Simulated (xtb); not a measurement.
xtb input (GFN2-xTB):

```bash
xtb mol.xyz --gfn 2 --sp --chrg 0 --uhf 0
```
mol.xyz:
```
19

C      2.39954363    -0.61613925     0.00165295
C      1.14964102    -0.73103051    -0.87180361
N     -0.06680464    -0.17584421    -0.28368749
Si    -0.43562709     1.49784399    -0.49452352
C     -0.59654491    -0.95422810     0.83247394
C     -2.04163023    -0.61967308     1.17361601
H      3.26231796    -1.05515307    -0.50445187
H      2.62743602     0.43044278     0.21536088
H      2.27294789    -1.13435128     0.95336683
H      0.96527328    -1.78666815    -1.10473926
H      1.33098602    -0.23091005    -1.82490514
H      0.34945449     1.95418690    -1.66388070
H     -0.08001758     2.35315524     0.67420000
H     -1.87809730     1.72050610    -0.74971972
H      0.01801952    -0.83351362     1.73620238
H     -0.53357850    -2.01372061     0.55847751
H     -2.15121065     0.40924870     1.52375700
H     -2.68970229    -0.75261566     0.30644027
H     -2.39347404    -1.27308819     1.97339766
```

End of the output:

```
         :::::::::::::::::::::::::::::::::::::::::::::::::::::
         ::                     SUMMARY                     ::
         :::::::::::::::::::::::::::::::::::::::::::::::::::::
         :: total energy             -19.870580924397 Eh    ::
         :: gradient norm              0.018312886855 Eh/a0 ::
         :: HOMO-LUMO gap              5.026082784773 eV    ::
         ::.................................................::
         :: SCC energy               -20.122653586827 Eh    ::
         :: -> isotropic ES            0.020796550900 Eh    ::
         :: -> anisotropic ES          0.008800352016 Eh    ::
         :: -> anisotropic XC          0.012037582727 Eh    ::
         :: -> dispersion             -0.013076194474 Eh    ::
         :: repulsion energy           0.252072662430 Eh    ::
         :: add. restraining           0.000000000000 Eh    ::
         :: total charge               0.000000000000 e     ::
         :::::::::::::::::::::::::::::::::::::::::::::::::::::

           -------------------------------------------------
          |                Property Printout                |
           -------------------------------------------------

    * Orbital Energies and Occupations

         #    Occupation            Energy/Eh            Energy/eV
      -------------------------------------------------------------
         1        2.0000           -0.7108685             -19.3437
       ...           ...                  ...                  ...
         7        2.0000           -0.5200430             -14.1511
         8        2.0000           -0.5103160             -13.8864
         9        2.0000           -0.5050469             -13.7430
        10        2.0000           -0.4834656             -13.1558
        11        2.0000           -0.4692973             -12.7702
        12        2.0000           -0.4677114             -12.7271
        13        2.0000           -0.4546383             -12.3713
        14        2.0000           -0.4469039             -12.1609
        15        2.0000           -0.4344763             -11.8227
        16        2.0000           -0.4216747             -11.4744
        17        2.0000           -0.4146053             -11.2820
        18        2.0000           -0.4120016             -11.2111
        19        2.0000           -0.3499405              -9.5224 (HOMO)
        20                         -0.1652354              -4.4963 (LUMO)
        21                         -0.1549281              -4.2158
        22                         -0.1481199              -4.0305
        23                         -0.0485604              -1.3214
        24                         -0.0361519              -0.9837
        25                          0.0350698               0.9543
        26                          0.1149105               3.1269
        27                          0.1231543               3.3512
        28                          0.1326889               3.6106
        29                          0.1523012               4.1443
        30                          0.1628903               4.4325
       ...                                ...                  ...
        42                          0.7093707              19.3030
      -------------------------------------------------------------
                  HL-Gap            0.1847051 Eh            5.0261 eV
             Fermi-level           -0.2575879 Eh           -7.0093 eV

     #   Z          covCN         q      C6AA      α(0)
     1   6 C        3.748    -0.108    22.625     6.784
     2   6 C        3.781     0.013    20.373     6.430
     3   7 N        2.636    -0.266    26.898     7.703
     4  14 Si       3.630     0.477    98.286    19.019
     5   6 C        3.769     0.021    20.260     6.415
     6   6 C        3.750    -0.111    22.679     6.792
     7   1 H        0.924     0.036     2.502     2.474
     8   1 H        0.924     0.037     2.493     2.469
     9   1 H        0.924     0.034     2.524     2.485
    10   1 H        0.924     0.024     2.680     2.560
    11   1 H        0.924     0.030     2.591     2.517
    12   1 H        0.913    -0.122     6.420     3.963
    13   1 H        0.909    -0.112     5.999     3.832
    14   1 H        0.913    -0.110     5.943     3.813
    15   1 H        0.923     0.012     2.850     2.640
    16   1 H        0.924     0.025     2.659     2.550
    17   1 H        0.924     0.038     2.482     2.464
    18   1 H        0.924     0.042     2.420     2.433
    19   1 H        0.924     0.040     2.443     2.444

 Mol. C6AA /au·bohr⁶  :       3217.994938
 Mol. C8AA /au·bohr⁸  :      82350.920891
 Mol. α(0) /au        :         89.786165

Wiberg/Mayer (AO) data.
largest (>0.10) Wiberg bond orders for each atom

 ---------------------------------------------------------------------------
     #   Z sym  total        # sym  WBO       # sym  WBO       # sym  WBO
 ---------------------------------------------------------------------------
     1   6 C    3.997 --     2 C    1.009     8 H    0.988     9 H    0.986
                             7 H    0.985
     2   6 C    3.985 --     3 N    1.022     1 C    1.009    11 H    0.979
                            10 H    0.969
     3   7 N    3.301 --     4 Si   1.100     2 C    1.022     5 C    1.020
     4  14 Si   3.760 --     3 N    1.100    12 H    0.885    14 H    0.884
                            13 H    0.883
     5   6 C    3.987 --     6 C    1.023     3 N    1.020    16 H    0.970
                            15 H    0.970
     6   6 C    3.996 --     5 C    1.023    18 H    0.988    17 H    0.987
                            19 H    0.984
     7   1 H    0.998 --     1 C    0.985
     8   1 H    0.999 --     1 C    0.988
     9   1 H    0.999 --     1 C    0.986
    10   1 H    0.999 --     2 C    0.969
    11   1 H    0.999 --     2 C    0.979
    12   1 H    0.985 --     4 Si   0.885
    13   1 H    0.988 --     4 Si   0.883
    14   1 H    0.988 --     4 Si   0.884
    15   1 H    1.000 --     5 C    0.970
    16   1 H    0.999 --     5 C    0.970
    17   1 H    0.999 --     6 C    0.987
    18   1 H    0.998 --     6 C    0.988
    19   1 H    0.998 --     6 C    0.984
 ---------------------------------------------------------------------------

Topologies differ in total number of bonds
Note: The following floating-point exceptions are signalling: IEEE_UNDERFLOW_FLAG IEEE_DENORMAL
normal termination of xtb
Writing topology from bond orders to xtbtopo.mol

molecular dipole:
                 x           y           z       tot (Debye)
 q only:        0.008      -0.122       0.103
   full:        0.137      -0.416       0.244       1.273
molecular quadrupole (traceless):
                xx          xy          yy          xz          yz          zz
 q only:        0.940      -0.102      -0.509      -0.838      -0.112      -0.431
  q+dip:        0.821       0.614      -1.512      -0.849       0.767       0.691
   full:        0.938       0.124      -1.173      -1.393      -0.115       0.236

           -------------------------------------------------
          | TOTAL ENERGY              -19.870580924397 Eh   |
          | GRADIENT NORM               0.018312886855 Eh/α |
          | HOMO-LUMO GAP               5.026082784773 eV   |
           -------------------------------------------------

------------------------------------------------------------------------
------------------------------------------------------------------------
 total:
 SCF:
```
